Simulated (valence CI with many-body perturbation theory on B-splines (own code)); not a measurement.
Ru XIII: fill in the table

Method: configuration interaction combined with many-body perturbation theory (CI+MBPT): four valence electrons over a frozen Dirac-Fock core [Ar] 3d10, a basis of 11 s, 11 p, 9 d, 7 f, 5 g, 2 h, 1 i functions for each j, with the one-electron correlation potential Σ1 (screened to all orders), the two-electron term Σ2, the three-electron term Σ3, Breit, model QED; selected single and double excitations, second order for the rest, scaled by the run's own slope (own B-spline code, finite nucleus).

No measured levels were compared; by estimate levels hold to about 250 cm⁻¹ or 0.2 % of their energy and the worst to 1 %, as in measured heavy ions of charge 2 to 7; those with d or f electrons hold less well.

| Level | E (cm⁻¹) |
| --- | --- |
| 4s²4p² ³P_0 | 0 |
| 4s²4p² ³P_1 | ? |
| 4s²4p² ³P_2 | 37392 |
| 4s²4p² ¹D_2 | ? |
| 4s²4p² ¹S_0 | 107280 |
| 4s4p³ ⁵S°_2 | 241820 |
| 4s4p³ ³D°_1 | 295640 |
| 4s4p³ ³D°_2 | ? |
| 4s4p³ ³D°_3 | 308510 |
| 4s4p³ ³P°_0 | 336820 |
| 4s4p³ ³P°_1 | ? |
| 4s4p³ ³P°_2 | ? |
| 4s4p³ ¹D°_2 | 380900 |
| 4s4p³ ³S°_1 | 390930 |
| 4s4p³ ¹P°_1 | ? |
| 4s²4p4d ³F°_2 | 447390 |
| 4s²4p4d ³F°_3 | 462380 |
| 4s²4p4d ³P°_2 | 486100 |
| 4s²4p4d ³F°_4 | 486280 |
| 4s²4p4d ³D°_1 | 496500 |

Names give the largest LS component (configuration and term), which can be under half, so a name can repeat, a term be missing and a line seem to break the LS rules; names also repeat where a configuration has a term twice.

Problem. The levels stand in rising order. What does the calculation give for the missing energies?

Solution. 4s²4p² ³P_1 25998; 4s²4p² ¹D_2 74039; 4s4p³ ³D°_2 298070; 4s4p³ ³P°_1 340680; 4s4p³ ³P°_2 344880; 4s4p³ ¹P°_1 432360.
